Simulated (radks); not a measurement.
Species: the zirconium ion Zr+. Configuration: [Kr] 4d2 5s0.75 4f0.25 (fractional occupations, a model configuration). Calculated with a radial shooting solver on a logarithmic mesh with Libxc functionals: scalar-relativistic Kohn-Sham, LDA (Slater exchange, Perdew-Wang correlation), spin-polarised, spherical densities, finite nucleus; open shells are filled with parallel spins first (spin-orbit coupling, left out, can overturn this in heavy ions); Fermi nuclear charge, rms radius 4.2694 fm.

Normalised radial functions P(r) = r R(r), r in bohr:

r,4s down,4p up,5s down
0.007442,0.1558,0.0145,0.0532
0.01212,0.1996,0.0337,0.0682
0.01959,0.2141,0.0736,0.0731
0.03192,0.1473,0.1483,0.0503
0.052,-0.0496,0.2531,-0.0171
0.08471,-0.3047,0.3152,-0.1042
0.1369,-0.3029,0.1671,-0.1025
0.223,0.2016,-0.2585,0.0712
0.3633,0.5576,-0.4861,0.1855
0.5918,-0.1602,0.0839,-0.0778
0.9564,-1.0128,0.8630,-0.3056
1.558,-0.7375,0.8119,0.0850
2.538,-0.1601,0.2719,0.5827
4.135,-0.0080,0.0273,0.4819
6.682,0.0000,0.0005,0.1305
10.89,0.0000,0.0000,0.0081
17.73,0.0000,0.0000,0.0000
28.89,0.0000,0.0000,0.0000

4s down: eigenvalue -61.779 eV, 3 radial nodes at r = 0.0471, 0.191, 0.551 bohr, <r> = 1.21 bohr, 90 % of the charge inside 1.77 bohr. 4p up: eigenvalue -40.842 eV, 2 radial nodes at r = 0.170, 0.565 bohr, <r> = 1.37 bohr, 90 % of the charge inside 2.04 bohr. 5s down (empty): eigenvalue -10.047 eV, 4 radial nodes at r = 0.0471, 0.190, 0.535, 1.45 bohr, <r> = 3.41 bohr, 90 % of the charge inside 5.00 bohr.
